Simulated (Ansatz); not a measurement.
Start from `[OH][Ga]([F])[Cl]` and change one atom or group to get `[F][Ga]([SH])[Cl]`.

Ansatz, PBE0-D4/def2-TZVP geometries, multiplicity 1. Each molecule was computed in one conformer, which needn't be the lowest.

Scalar relativity is left out up to krypton.

| property | `[OH][Ga]([F])[Cl]` |
| --- | --- |
| zero-point energy (PBE0-D4/def2-TZVP) / kJ/mol | 44.9 |
| size of the dipole moment (ωB97M-V/def2-TZVPP) / D | 2.22 |
| size of the dipole moment (PBE/def2-TZVPP) / D | 2.16 |
| HOMO–LUMO gap (PBE0/def2-TZVPP) / eV | 8.01 |
| LUMO energy (ωB97M-V/def2-TZVPP) / eV | 0.27 |
| HOMO–LUMO gap (PBE/def2-TZVPP) / eV | 5.43 |

Question: What does the change do to each property? (Best estimate.)

Answer: Computed: 
```json
{"property": "zero-point energy (PBE0-D4/def2-TZVP) / kJ/mol", "`[F][Ga]([SH])[Cl]`": "34.0", "shift": "-10.9"}
{"property": "size of the dipole moment (ωB97M-V/def2-TZVPP) / D", "`[F][Ga]([SH])[Cl]`": "1.55", "shift": "-0.67"}
{"property": "size of the dipole moment (PBE/def2-TZVPP) / D", "`[F][Ga]([SH])[Cl]`": "1.55", "shift": "-0.61"}
{"property": "HOMO–LUMO gap (PBE0/def2-TZVPP) / eV", "`[F][Ga]([SH])[Cl]`": "6.88", "shift": "-1.13"}
{"property": "LUMO energy (ωB97M-V/def2-TZVPP) / eV", "`[F][Ga]([SH])[Cl]`": "0.35", "shift": "0.08"}
{"property": "HOMO–LUMO gap (PBE/def2-TZVPP) / eV", "`[F][Ga]([SH])[Cl]`": "4.68", "shift": "-0.75"}
```

With PBE0 the HOMO rises by 1.19 eV and the LUMO rises by 0.07 eV, so the gap narrows by about 1.12 eV. PBE moves the HOMO by 0.85 eV and ωB97M-V by 1.31 eV. Dipoles are sizes alone; their direction can turn.
